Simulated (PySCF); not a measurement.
Molecule: chloro(trimethyl)germane, C$_{3}$H$_{9}$ClGe (charge 0, singlet). SMILES: [CH3][Ge]([Cl])([CH3])[CH3]
Geometry from a B3LYP-D3(BJ)/def2-TZVP (Ansatz) optimisation:
```
Ge
C 1 1.9569
H 2 1.0892 1 110.03
H 2 1.0892 3 108.86 1 -120.66
H 2 1.0912 3 108.96 4 -118.70
C 1 1.9569 2 112.67 3 55.60
H 6 1.0892 1 110.03 2 -175.55
H 6 1.0892 7 108.86 1 -120.66
H 6 1.0912 7 108.96 8 -118.70
C 1 1.9569 2 112.67 3 -175.55
H 10 1.0892 1 110.03 2 175.55
H 10 1.0892 11 108.86 1 120.66
H 10 1.0912 11 108.96 12 118.70
Cl 1 2.2020 2 106.04 3 -59.98
```
Charge 0, spin multiplicity 1.

Dispersion corrections to the total energy (kcal/mol) from the dftd3 and dftd4 libraries through PySCF: D3(BJ) without and D4 with the three-body term, each with the damping fitted for the functional named.

| functional | D3(BJ) | D4 |
|---|---|---|
| B2GP-PLYP | -6.03 | -3.19 |
| LC-wPBE | [?] | -8.16 |
| BHLYP | [?] | -9.33 |
| TPSSh | -8.98 | [?] |
| BP86 | -12.71 | -10.09 |
| PW6B95 | -4.36 | -6.06 |
| TPSS | -9.60 | -9.80 |

**Question.** What belongs in the gaps?

**Answer.** 
- LC-wPBE, D3(BJ): -7.54
- BHLYP, D3(BJ): -10.85
- TPSSh, D4: -8.95
